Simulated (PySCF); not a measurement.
Choosing a molecule for a target property.

All species are isolated and taken at one optimised geometry, non-relativistic unless stated. Electronic properties by PySCF.

The conformers computed, where there is a choice (atom-mapped SMILES and torsion angles):
- `[CH2:1]=[CH:2][C@H:3]([Cl:4])[SiH2:5][OH:6]`: C1–C2–C3–Cl4 -131°, C2–C3–Si5–O6 63°, H–O6–Si5–C3 45°
- `[CH2:1]=[C:2]1[CH2:3][C@H:4]1[O:5][SiH2:6][F:7]`: C3–C4–O5–Si6 147°, C4–O5–Si6–F7 64°
- `[CH2:1]=[CH:2]/[CH:3]=[N:4]\[N:5]=[CH:6]/[C:7]([F:8])([F:9])[F:10]`: C1–C2–C3–N4 -178°, C3–N4–N5–C6 105°, N5–C6–C7–F8 178°
- `[CH3:1]/[C:2]([CH:3]=[O:4])=[CH:5]\[SiH2:6][F:7]`: C1–C2–C3–O4 0°, C2–C5–Si6–F7 180°

(1) Wanted: HOMO–LUMO gap between 9 eV and 10.8 eV (wB97X-D/def2-SVPD) and electronic spatial extent ⟨r²⟩ about the centre of nuclear charge below 1200 bohr² (wB97X-D/def2-SVPD), at GFN2-xTB geometries. Which candidate meets both?
A. `C=C/C=N\N=C/C(F)(F)F`
B. `C(/C(C)=C/[SiH2]F)=O`
C. `C=C1C[C@H]1O[SiH2]F`
D. `C=C[C@H](Cl)[SiH2]O`

## Answers

(1) D. Computed values:
```
             species  HOMO–LUMO gap  electronic spatial extent ⟨r²⟩ about the centre of nuclear charge
C=C/C=N\N=C/C(F)(F)F        8.94 eV                                                         1652 bohr²
C(/C(C)=C/[SiH2]F)=O        9.20 eV                                                         1314 bohr²
 C=C[C@H](Cl)[SiH2]O       10.60 eV                                                          984 bohr²
 C=C1C[C@H]1O[SiH2]F       11.10 eV                                                         1101 bohr²
```
